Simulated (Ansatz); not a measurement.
Stretching the Si1–H2 bond in BrHSi (SMILES [SiH]Br) (multiplicity 1 held, fragments rigid). Energies count from the point at 1.524 Å.
Geometry at that point (charge 0, multiplicity 1):
```tsv
atom	x (Å)	y (Å)	z (Å)
Si	-0.8967	-0.7610	1.0622
H	-1.8925	-1.2293	0.0078
Br	0.4128	0.3395	-0.4251
```

Signs of static correlation in def2-TZVPP, with CASSCF(2,2), from Ansatz (a quantum-chemistry and plane-wave program) runs.

```tsv
R (Å)	T1 of restricted CCSD	⟨S²⟩ of UHF	largest double amplitude of restricted CCSD	weight of the CASSCF reference in MRCISD	CASSCF natural occupations
1.219	0.015	0.360	0.087	0.891	1.99 0.01
1.372	0.015	0.323	0.082	0.890	1.99 0.01
1.524	0.015	0.284	0.076	0.890	1.98 0.02
1.676	0.016	0.244	0.069	0.889	1.97 0.03
1.829	0.016	0.205	0.061	0.889	1.95 0.05
2.057	0.019	(withheld)	0.099	0.889	1.92 0.08
2.286	0.023	0.447	0.164	0.889	1.87 0.13
2.667	0.036	0.816	0.278	0.889	1.74 0.26
3.048	(withheld)	0.946	0.414	0.889	1.56 0.44
3.505	0.085	1.000	0.601	0.889	1.35 0.65
4.115	0.114	1.019	0.822	0.889	1.17 0.83
4.877	0.128	1.024	0.977	0.889	1.06 0.94
```

Problem. Fill in the missing entries.

Solution. 
- 2.057, ⟨S²⟩ of UHF: 0.146
- 3.048, T1 of restricted CCSD: 0.057

Doubts at one or more of the structures used: a restricted determinant that unrestricted orbitals would lower (R-CCSD(T)/def2-TZVPP); other coupled-cluster roots lie near (R-CCSD(T)/def2-TZVPP); T1 above 0.05 (R-CCSD(T)/def2-TZVPP, U-CCSD(T)/def2-TZVPP); a spin-contaminated determinant (U-CCSD(T)/def2-TZVPP).
